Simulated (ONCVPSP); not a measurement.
# Bi ONCV: all-electron and pseudo phase curves

* Element: bismuth
* Generator: ONCVPSP 4.0.1
* Type: optimised norm-conserving Vanderbilt (ONCV)
* Functional: PBE
* Relativity: scalar-relativistic
* Frozen core: [Xe] 4f14 5d10
* Valence charge: 5
* Reference configuration: 6s1.75 6p3.25
* Partial waves: 6s: rc 2.00 bohr, ncon 4, nbas 8, qcut 2.9 1/bohr, 3 projectors, debl 1.8 Ha; 6p: rc 2.50 bohr, ncon 3, nbas 7, qcut 3.8 1/bohr, 3 projectors, debl 3.6 Ha; d scattering state at 0.15 Ha: rc 2.65 bohr, ncon 4, nbas 7, qcut 4.3 1/bohr, 2 projectors, debl 1.3 Ha
* Local potential: polynomial inside 1.55 bohr (lpopt 5, dvloc0 6 Ha)
* Core correction: none

The phase is arctan(r·R′/R) of the radial function R(r), unwrapped; energies in Ha, scanned from -2 to 5 Ha. A pole is an energy at which the radial function vanishes at the test radius. The pseudo phase is shifted by a multiple of π to meet the all-electron one at the reference energy, and phase errors are pseudo minus all-electron; the curves can meet again beyond the range given. Levels narrower than the energy grid can be missing from the lists of poles.

Question: For each channel, where are the poles, and over which energies does the pseudopotential scatter like the atom?

Answer:

| channel | radius (bohr) | reference energy (Ha) | poles, all-electron | poles, pseudo | unbroken range about the reference energy with phases within 0.05 rad | phase error 1 Ha above the reference energy (rad) |
| --- | --- | --- | --- | --- | --- | --- |
| s | 2.03 | -0.54 | 1.36 | 1.36 | below 4.4 | -0.000 |
| p | 2.54 | -0.17 | 1.02 | 1.02 | the whole range | -0.001 |
| d | 2.69 | 0.15 | -0.97, 2.07 | -0.48, 2.09 | -0.3 to 3.1 | +0.001 |

Note: ghosts flagged at negative energy: d at -13.5 eV; GHOST(+) flagged for s at 138.4 eV, p at 245.7 eV. A true bound ghost makes a file unfit for plane-wave use.

Phases in the d channel:

```tsv
E (Ha)	all-electron	pseudo
-1.98	1.328	1.344
-1.62	1.282	1.316
-1.26	1.151	1.273
-0.90	-1.708	1.198
-0.54	-1.917	0.384
-0.18	-2.117	-2.101
0.18	-2.630	-2.630
0.54	-3.778	-3.771
0.90	-4.336	-4.333
1.26	-4.532	-4.531
1.62	-4.631	-4.631
1.98	-4.698	-4.696
2.34	-4.754	-4.747
2.70	-4.813	-4.796
3.06	-4.894	-4.852
3.42	-5.056	-4.929
3.78	-5.652	-5.065
4.14	-7.162	-5.404
4.50	-7.558	-6.468
4.86	-7.682	-7.289
```
